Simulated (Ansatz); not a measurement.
C$_{3}$H$_{7}$FOZn, SMILES `CC(C)[O][Zn][F]`. Charge 0, multiplicity 1.

Cartesian coordinates in Å:
```
C -0.8257 0.2611 -1.1352
C -0.4505 -0.5886 0.0641
C 1.0041 -1.0168 0.0179
O -0.7546 0.0664 1.2728
Zn 0.0161 1.5869 1.7275
F 0.6991 3.0844 2.2960
H -0.6822 -0.2801 -2.0739
H -0.1976 1.1613 -1.1747
H -1.8695 0.5733 -1.0705
H -1.0762 -1.4924 0.0555
H 1.6594 -0.1357 -0.0048
H 1.2217 -1.6104 -0.8738
H 1.2559 -1.6093 0.8992
```

(1) List the harmonic frequencies (cm⁻¹, unscaled) at PBE0-D4/def2-TZVP in Ansatz. (Best estimate.)

(2) Is this a minimum?

(3) Give the ideal-gas thermochemistry at 298.15 K and 1 bar (rigid rotor, harmonic oscillator; point group Cs, symmetry number 1).

## Answers

(1) The calculation gave: 29, 77, 152, 169, 248, 279, 367, 430, 508, 566, 716, 851, 917, 934, 1011, 1154, 1168, 1196, 1355, 1356, 1389, 1401, 1466, 1473, 1480, 1492, 3002, 3012, 3023, 3095, 3104, 3134, 3137.

(2) Yes, all 33 modes are real.

(3) Zero-point energy 261.3 kJ/mol; H(298) − E = 285.1 kJ/mol; entropy 381.7 J/(mol·K), of which translation 170.8, rotation 117.1, vibration 93.8; G(298) − E = 171.3 kJ/mol. Modes under 100 cm⁻¹ are hindered rotations or soft bends, so the harmonic entropy is rough.
